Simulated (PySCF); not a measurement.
PySCF input for CH₆O₃Sn, SMILES [OH][Sn]([OH])([OH])[CH3] (connectivity only; charge and spin as stated), charge +1, multiplicity 2, IEF-PCM-B3LYP/def2-SVP. The structure is a stationary point at B3LYP-D3(BJ)/def2-SVP. The def2 effective core potentials stand for the cores of Sn; spin–orbit coupling is left out. The values are those of a single conformer.

```python
import numpy as np
from pyscf import gto, scf, dft
from pyscf.solvent import pcm

mol = gto.M(
    atom='''
    O     1.79118430    0.68633759    0.51055052
    Sn   -0.00000000   -0.00000001    0.13174116
    O    -0.30120634   -1.89437996    0.51055031
    O    -1.48997797    1.20804227    0.51055053
    C     0.00000002    0.00000016   -2.27581715
    H     1.84078839    1.63937222    0.71029317
    H     0.49934383   -2.41385569    0.71029287
    H    -2.34013223    0.77448333    0.71029308
    H     1.05257805    0.26099452   -2.43874835
    H    -0.75231673    0.78106230   -2.43874833
    H    -0.30026126   -1.04205632   -2.43874845
    ''',
    basis='def2-SVP',
    ecp={'Sn': 'def2-svp'},
    charge=1,
    spin=1,
    max_memory=1600,
    verbose=3,
)
mf = dft.UKS(mol, xc='b3lyp').density_fit(auxbasis='def2-universal-jkfit')
mf.grids.level = 3
mf.conv_tol = 1e-9
mf.max_cycle = 100
mf.kernel()
fine, coarse = mf.grids, dft.Grids(mol).set(level=1).build(with_non0tab=True)
for _ in range(3):  # follow internal instabilities
    mf.grids = coarse
    mo, _, stable, _ = mf.stability(return_status=True, nroots=4)
    mf.grids = fine
    if stable:
        break
    mf.kernel(mf.make_rdm1(mo, mf.mo_occ))
res = {}
for name, eps in {'water': 78.355, 'dichloromethane': 8.93, 'chloroform': 4.7113}.items():
    s = mf.PCM()
    s.with_solvent.method, s.with_solvent.eps, s.with_solvent.lebedev_order = 'IEF-PCM', eps, 29
    s.kernel(mf.make_rdm1())
    res[name] = (s.e_tot, eps, s.dip_moment(), s.mo_energy, s.converged)
    print(f'{name}: electrostatic solvation free energy {(s.e_tot - mf.e_tot) * 627.509474:.3f} kcal/mol')
```

Program output:

```

WARN: HOMO -0.758307987366569 >= LUMO -0.758307987366569

converged SCF energy = -481.230476451682  <S^2> = 0.75970534  2S+1 = 2.0096819
<class 'pyscf.df.df_jk.DFUKS'> wavefunction is stable in the internal stability analysis

WARN: PCM is an experimental feature. It is still in testing.
Features and APIs may be changed in the future.

converged SCF energy = -481.331377838669  <S^2> = 0.75841969  2S+1 = 2.008402

WARN: System has nonzero charge 1; the dipole moment is origin-dependent.
Location of origin: [0. 0. 0.]

Dipole moment(X, Y, Z, Debye):  0.00024,  0.00003, -3.01651
water: electrostatic solvation free energy -63.317 kcal/mol

WARN: PCM is an experimental feature. It is still in testing.
Features and APIs may be changed in the future.

converged SCF energy = -481.320448768771  <S^2> = 0.75860328  2S+1 = 2.0085849

WARN: System has nonzero charge 1; the dipole moment is origin-dependent.
Location of origin: [0. 0. 0.]

Dipole moment(X, Y, Z, Debye): -0.00008, -0.00007, -2.94807
dichloromethane: electrostatic solvation free energy -56.458 kcal/mol

WARN: PCM is an experimental feature. It is still in testing.
Features and APIs may be changed in the future.

converged SCF energy = -481.309645668799  <S^2> = 0.75877192  2S+1 = 2.0087528

WARN: System has nonzero charge 1; the dipole moment is origin-dependent.
Location of origin: [0. 0. 0.]

Dipole moment(X, Y, Z, Debye): -0.00020, -0.00010, -2.88622
chloroform: electrostatic solvation free energy -49.679 kcal/mol
```

The run converged.

Cost: around 4 core-minutes (rough).
